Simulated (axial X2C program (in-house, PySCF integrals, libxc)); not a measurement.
# YF⁺: from Re and ωe to a spectrum

A bond curve at the CCSD(T) level, two-component, was computed with an in-house all-electron X2C program for linear molecules (integrals from PySCF) (basis Y dyall-cv3z [11s12p9d6f3g], F dyall-av3z [7s6p3d2f] (cores contracted in-house)) for the state Ω = 1/2 (⟨Sz⟩ = 0.50, ⟨Lz⟩ = 0.00 at HF). Its fit gives Re = 1.9042 Å, ωe = 683.8 cm⁻¹, ωexe = 2.29 cm⁻¹ and αe = 1.456e-03 cm⁻¹; the masses are 88.9058 and 18.9984 u. Two-component means X2C with spin–orbit coupling and atomic mean-field Coulomb and Gaunt terms.

Correlated methods: 9 electrons correlated (number of frozen shells: Y 4 s, 3 p, 1 d; F 1 s), 309 virtual spin orbitals or spinors in MP2, 90 natural virtuals in coupled cluster.

Question: Find the reduced mass, Be and the force constant.

Answer: From the CCSD(T) values: μ = 15.6534 u. Be = 16.8576/(μ Re²) = 0.297 cm⁻¹. k = 5.8918×10⁻⁷ μ ωe² = 4.31 mdyn/Å.

Question: A Morse curve ties αe to the other constants (Pekeris). How well does that hold?

Answer: αe(Morse) = 6Be²/ωe × (√(ωexe/Be) − 1) = 1.375e-03 cm⁻¹; the CCSD(T) curve gives 1.456e-03 cm⁻¹, a ratio of 0.94.

Question: Where do the fundamental and the first overtone lie?

Answer: ν(1←0) = ωe − 2ωexe = 679.2 cm⁻¹; ν(2←0) = 2ωe − 6ωexe = 1353.9 cm⁻¹.

Question: Estimate the centrifugal constant by the Kratzer relation.

Answer: D = 4Be³/ωe² = 2.24e-07 cm⁻¹.

The state is a single determinant with fixed occupations, the lowest that a limited PBE0 search found. CCSD and (T) use frozen natural virtuals with an MP2 correction for the truncation; (T) itself is uncorrected, so its De runs slightly low. The outer-core s and p shells of the metal are frozen in the correlated rows, which leaves out core–valence correlation; for alkali and alkaline-earth bonds that tends to lengthen them. With the outer-core shells frozen, correlated bond lengths of heavy atoms tend to come out a few hundredths of an ångström too long.
